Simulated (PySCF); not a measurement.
The numbers are results of PBE-D3(BJ)/def2-TZVP // PBE0-D3(BJ)/def2-SVP run with PySCF 2.14.0, not measurements. Isolated molecules, 0 K electronic values unless said otherwise. One relaxed conformer stands for a flexible species; it need not be the lowest. Excitations are Tamm–Dancoff values on a coarser integration grid. The basis has no diffuse functions, so Rydberg states are missing or too high.

Reference species (SMILES): `Bc1ccc(S)o1` (neutral, multiplicity 1).

The HOMO–LUMO gap is 2.98 eV. The brightest of the four lowest singlets (TDA) is 4.17 eV and the T1 excitation (TDA) comes out as 2.61 eV.

Changed species: `c1oc(B)cc1S`.

Task: Give the shifts of the HOMO–LUMO gap, brightest of the four lowest singlets (TDA) and T1 excitation (TDA).

Result: the HOMO–LUMO gap goes up by 0.08 eV, to 3.06 eV; the brightest of the four lowest singlets (TDA) goes up by 0.51 eV, to 4.68 eV; the T1 excitation (TDA) rises by 0.27 eV, to 2.88 eV.
